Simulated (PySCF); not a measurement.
# GeN(OH) + 2 H₂O → GeO(OH)₂ + NH₃

Level: PBE0 in the def2-TZVP basis family, all electrons, no relativity, computed in PySCF with density fitting; open shells unrestricted.

```json
{"species": "GeN(OH)", "state and structure": "singlet, Cs, Ge–N 1.636 Å, Ge–O 1.748 Å, O–H 0.964 Å; Ge–O–H 113.0°, N–Ge–O 175.5°", "E (Eh)": "-2207.11792", "ZPE (kJ/mol)": "40.4", "H(298 K) − H(0) (kJ/mol)": "14.0", "S° (J/(mol K))": "278.8"}
{"species": "H₂O", "state and structure": "singlet, C2v, O–H 0.960 Å (×2); H–O–H 105.1°", "E (Eh)": "-76.37736", "ZPE (kJ/mol)": "56.5", "H(298 K) − H(0) (kJ/mol)": "9.9", "S° (J/(mol K))": "188.7"}
{"species": "GeO(OH)₂", "state and structure": "singlet, C2v, Ge–O 1.631 Å, Ge–O 1.742 Å (×2), O–H 0.963 Å (×2); Ge–O–H 110.9° (×2), O–Ge–O 101.7°, O–Ge–O 129.1° (×2)", "E (Eh)": "-2303.50870", "ZPE (kJ/mol)": "81.7", "H(298 K) − H(0) (kJ/mol)": "16.4", "S° (J/(mol K))": "303.1"}
{"species": "NH₃", "state and structure": "singlet, C3v, N–H 1.013 Å (×3); H–N–H 107.1° (×3)", "E (Eh)": "-56.51312", "ZPE (kJ/mol)": "90.6", "H(298 K) − H(0) (kJ/mol)": "10.0", "S° (J/(mol K))": "192.4"}
```

Problem. What is the electronic reaction energy?

Solution. At PBE0/def2-TZVP, ΔE = -391.7 kJ/mol from the differences of the total energies times 2625.5, downhill. 

Problem. Add zero-point, thermal and entropy terms for 298.15 K and 1 bar.

Solution. ΔZPE = 18.9 and Δ[H(298) − H(0)] = -7.4 kJ/mol give ΔH° = -380.2 kJ/mol. ΔS° = -160.7 J/(mol K), so ΔG° = -380.2 − 298.15 × (-0.1607) = -332 kJ/mol. ΔG° would change sign near 2370 K if ΔH° and ΔS° stayed fixed.

Only the bonding shown was studied: isomers, or loss of a ligand pair, can lie lower.
